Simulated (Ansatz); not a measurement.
C2H8BGa can be A, `C[B](C)[GaH2]`, or B, `C[BH][GaH][CH3]`.

Gas-phase electronic energies from Ansatz, PBE0-D4/def2-TZVP geometries. CBS: MP2 limit from def2 TZ/QZ plus the TZ coupled-cluster correction, frozen cores. DFT in def2-TZVPP. B3LYP here is the variant with VWN-RPA as its local correlation; programs differ in this. For Ga outer-core shells are correlated without core-valence functions, which leaves a few kJ/mol of doubt a bond. Scalar relativity is left out up to krypton. One conformer a species, not always the lowest.

Q: Which isomer does CCSD(T)/CBS put lower? Give the gap. (Estimate.)

A: Ansatz gave: A, by 13.5 kJ/mol.

Q: Give E(B) − E(A) in kJ/mol with MP2/def2-TZVPP, PBE-D4, CCSD/def2-TZVPP, B3LYP, B3LYP-D4, B2PLYP, PBE0-D4. (Estimate.)

A: Computed: MP2/def2-TZVPP 13.1, PBE-D4 20.4, CCSD/def2-TZVPP 14.2, B3LYP 15.9, B3LYP-D4 19.1, B2PLYP 14.9, PBE0-D4 20.4. None reverses the order clearly.

Largest T1 diagnostic: 0.012.

The D4 term adds +3.2 kJ/mol with B3LYP and +1.7 kJ/mol with PBE0; it sums over pairs of atoms, weighted by their polarisabilities, and B3LYP, whose exchange is more repulsive, gets the larger term.
